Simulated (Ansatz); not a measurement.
Cost and result for the atomization energy of `C=C1C[SiH]1CF` (13 atoms, 13 bonds).

```xyz
13

C     1.455   -0.569    1.723
C     0.413   -0.430    0.924
C    -1.003    0.081    1.048
Si   -0.491   -0.517   -0.645
C    -0.190    0.789   -1.974
F     0.757    0.356   -2.896
H     2.394   -0.977    1.362
H     1.416   -0.280    2.771
H    -1.126    1.147    1.236
H    -1.689   -0.524    1.640
H    -1.000   -1.808   -1.159
H    -1.110    1.021   -2.521
H     0.173    1.711   -1.511
```

Total charge 0; spin multiplicity 1. Geometry: relaxed with PBE0-D4/def2-TZVP. It is one conformer, not always the lowest. Program: Ansatz. All runs use 4 threads of an Arm Neoverse V2 on a shared host. Times are those of one run each, without the atoms' runs, and a repeat can differ threefold. Electronic energies, without spin–orbit coupling; frozen cores. CCSD(T)/CBS adds CCSD(T) − MP2 in def2-TZVPP to the MP2 limit, and its time is that of the two runs behind it. T1 = 0.012; the RHF reference is unstable towards UHF. B3LYP takes the VWN-RPA correlation (the form of Gaussian; ORCA's B3LYP/G).

CCSD(T)/CBS is a level of theory with its own doubt, some kJ/mol a heavy atom from the limit and from the frozen cores, so smaller differences don't rank the functionals.

```json
{"level": "PBE-D4/def2-TZVPP (with forces)", "functions": "295", "wall time": "3 s", "atomization (kcal/mol)": "1244.7", "difference from CCSD(T)/CBS": "35.1", "per bond": "2.7"}
{"level": "PBE0-D4/def2-TZVPP", "functions": "295", "wall time": "3.5 s", "atomization (kcal/mol)": "1221.6", "difference from CCSD(T)/CBS": "12.0", "per bond": "0.9"}
{"level": "r2SCAN-D4/def2-TZVPP (with forces)", "functions": "295", "wall time": "5.5 s", "atomization (kcal/mol)": "1217.9", "difference from CCSD(T)/CBS": "8.3", "per bond": "0.6"}
{"level": "B3LYP-D4/def2-TZVPP (with forces)", "functions": "295", "wall time": "6.5 s", "atomization (kcal/mol)": "1211.9", "difference from CCSD(T)/CBS": "2.3", "per bond": "0.2"}
{"level": "B2PLYP/def2-TZVPP", "functions": "295", "wall time": "7 s", "atomization (kcal/mol)": "1199.1", "difference from CCSD(T)/CBS": "-10.5", "per bond": "-0.8"}
{"level": "ωB97X-V/def2-TZVPP", "functions": "295", "wall time": "9.5 s", "atomization (kcal/mol)": "1214.7", "difference from CCSD(T)/CBS": "5.1", "per bond": "0.4"}
{"level": "ωB97M-V/def2-TZVPP (with forces)", "functions": "295", "wall time": "15 s", "atomization (kcal/mol)": "1215.5", "difference from CCSD(T)/CBS": "5.9", "per bond": "0.5"}
{"level": "MP2/def2-QZVPP", "functions": "565", "wall time": "37 s", "atomization (kcal/mol)": "1219.1", "difference from CCSD(T)/CBS": "9.5", "per bond": "0.7"}
{"level": "CCSD(T)/def2-TZVPP", "functions": "295", "wall time": "14 min", "atomization (kcal/mol)": "1179.4", "difference from CCSD(T)/CBS": "-30.2", "per bond": "-2.3"}
{"level": "CCSD(T)/CBS(def2)", "functions": "–", "wall time": "15 min", "atomization (kcal/mol)": "1209.6", "difference from CCSD(T)/CBS": "0.0", "per bond": "0.0"}
```

The D4 term adds +10.2 kcal/mol with B3LYP and +5.4 kcal/mol with PBE0; it sums over pairs of atoms, weighted by their polarisabilities, and B3LYP, whose exchange is more repulsive, gets the larger term. In def2-TZVPP, CCSD(T) changes the Hartree–Fock value by +294.4 kcal/mol (the triples alone add +19.5 kcal/mol) and MP2 by +316.3 kcal/mol; breaking electron pairs costs correlation energy, which Hartree–Fock lacks. From PBE to PBE0 (25 % exact exchange), in def2-TZVPP and without D4, the atomization energy moves by −22.2 kcal/mol: exact exchange takes away binding that semilocal exchange gives to molecules.
